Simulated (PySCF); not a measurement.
# `FC[C@H](C#CC#N)C=O`, C$_{6}$H$_{4}$FNO

Geometry:
```
atom   x (Å)   y (Å)   z (Å)
  N1   4.492   0.041  -0.502
  C2   3.345   0.081  -0.471
  C3   1.983   0.125  -0.434
  C4   0.776   0.156  -0.433
  C5  -0.665   0.190  -0.378
  C6  -1.103   1.302   0.576
  O7  -1.845   2.184   0.268
  C8  -1.230  -1.153   0.120
  F9  -0.800  -1.415   1.391
 H10  -1.073   0.389  -1.375
 H11  -0.674   1.201   1.586
 H12  -0.885  -1.978  -0.513
 H13  -2.324  -1.123   0.148
```

Computed with TDDFT PBE0/def2-SVPD excited states, vertical, gas phase in PySCF. Geometry: GFN2-xTB.

Task: Give the one- and two-photon strengths of the lowest singlets.

Result: δ for parallel linear polarisation; σ at the peak of a Lorentzian of half width 0.1 eV, single beam; Ω is circular over linear.
| state | E (eV) | f | photon λ (nm) | δ (au) | σ (GM) | Ω | main |
| --- | --- | --- | --- | --- | --- | --- | --- |
| S1 | 4.13 | 0.009 | 600 | 7.91 | 0.05 | 0.64 | HOMO→LUMO 0.75, HOMO→LUMO+2 0.14 |
| S2 | 5.01 | 0.000 | 495 | 0.59 | 0.01 | 0.94 | HOMO−1→LUMO 0.55, HOMO→LUMO+1 0.22 |
| S3 | 5.21 | 0.001 | 476 | 4.87 | 0.05 | 0.37 | HOMO→LUMO+1 0.53, HOMO−1→LUMO 0.30 |
| S4 | 5.34 | 0.011 | 465 | 0.14 | 0.00 | 1.41 | HOMO−1→LUMO+1 0.40, HOMO−2→LUMO 0.31 |
| S5 | 6.08 | 0.007 | 408 | 986 | 13.34 | 0.68 | HOMO→LUMO+2 0.47, HOMO−2→LUMO 0.31 |

Among these, the strongest one-photon state is S4, the strongest two-photon state S5, with a dipole change of 4.6 D (relaxed, norm of the difference vector).
